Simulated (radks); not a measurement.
The numbers below are computed, except where a source is named.
Task: The chromium ion Cr2+ is in [Ar] 3d(3/2: 4, 5/2: 0). Level of theory: Dirac Kohn-Sham, BLYP, spin-unpolarised, spherical densities, finite nucleus; Fermi nuclear charge, rms radius of each element as measured or else 0.836 A^(1/3) + 0.57 fm (a radial shooting solver on a logarithmic mesh with Libxc functionals). Sub-shells are occupied by j as written (lower j first in brackets). One electron is removed from 3p1/2, 3s1/2, 3p3/2, 3d3/2 in turn, with full relaxation. Which removal costs least, and what does each cost?

Result: 3d3/2 30.776 eV; 3p3/2 74.934 eV; 3p1/2 76.019 eV; 3s1/2 104.21 eV. The 3d3/2 electron leaves first.
